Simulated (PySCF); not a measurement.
Species: C7H9NO.
Bonds: C1–O2, O2–C3, C3–C4, C4–C5 (aromatic), C5–C6 (aromatic), C6–C7 (aromatic), C7–N8 (aromatic), N8–C9 (aromatic), C4–C9 (aromatic). Hydrogens: H10, H11, H12 on C1; H13, H14 on C3; H15 on C5; H16 on C6; H17 on C7; H18 on C9.

Method used: TDDFT PBE0/def2-SVPD, vertical, gas phase, core orbitals frozen in the response in PySCF. The structure is a single PBE0-D3(BJ)/def2-SVP conformer in the gas phase; no vibrational or solvent corrections. Torsions of this conformer, `[CH3:1][O:2][CH2:3][c:4]1[cH:5][cH:6][cH:7][n:8][cH:9]1`: C1–O2–C3–C4 -178°, O2–C3–C4–C5 16°.

Each state is given a Gaussian of 0.4 eV full width at half maximum, with ε(max) = 2.175×10⁸ f / Δν̃ (Δν̃ the width in cm⁻¹). The cross-section is σ = 3.8235×10⁻²¹ ε cm², given in Mb (10⁻¹⁸ cm²). The width is an assumption, not a result. The curve ends short of the highest state used, and states not computed would add to its high-energy end.

(λ (nm), σ (Mb)): (184.7, 3.97), (189.2, 3.13), (193.8, 5.80), (198.3, 13.75), (202.8, 20.63), (207.4, 17.32), (211.9, 9.16), (216.4, 5.89), (221.0, 8.68), (225.5, 12.07), (230.0, 11.49), (234.6, 7.50), (239.1, 3.70), (243.6, 1.73), (248.1, 1.16), (252.7, 1.06), (257.2, 0.93), (261.7, 0.66), (266.3, 0.38), (270.8, 0.18), (275.3, 0.07), (279.9, 0.02), (284.4, 0.01), (288.9, 0.00)

Problem. Where are the band maxima, and which computed states make them?

Solution. 227 nm (5.46 eV), ε about 3200, made up of S3 (100%); 204 nm (6.09 eV), ε about 5500, made up of S4 (95%) (ε in L mol⁻¹ cm⁻¹; maxima over ε = 5, shares over 10%). At its high-energy end, 6.71 eV, the curve is still rising (ε about 1000, from S6, S7 and S9). The states used: S1 4.89 eV (f 0.0039); S2 5.16 eV (f 0.0001); S3 5.46 eV (f 0.048); S4 6.08 eV (f 0.077); S5 6.28 eV (f 0.0075); S6 6.60 eV (f 0.0070); S7 6.87 eV (f 0.010); S8 7.10 eV (f 0.0052); S9 7.28 eV (f 0.593); S10 7.31 eV (f 0.146).

Problem. What would ε be at 6.09 eV, the highest of these maxima, with half the width (0.2 eV)?

Solution. About 10300 L mol⁻¹ cm⁻¹ against 5460, a factor of about 1.9; a lone state at its own centre would give exactly 2.

Problem. On this curve, what absorbance would a 10⁻⁵ mol/L sample give at 193 nm over a 1 cm path?

Solution. 193 nm is 6.424 eV, where ε is about 1300 L mol⁻¹ cm⁻¹, so A = ε c l ≈ 0.013 (Beer–Lambert, with the gas-phase spectrum and the assumed width).

Problem. Coming from long wavelengths, where does ε first pass 100 L mol⁻¹ cm⁻¹?

Solution. At about 266 nm (4.66 eV), 0.23 eV below S1.

All these states lie below the vertical ionisation energy of 9.02 eV (ΔSCF).
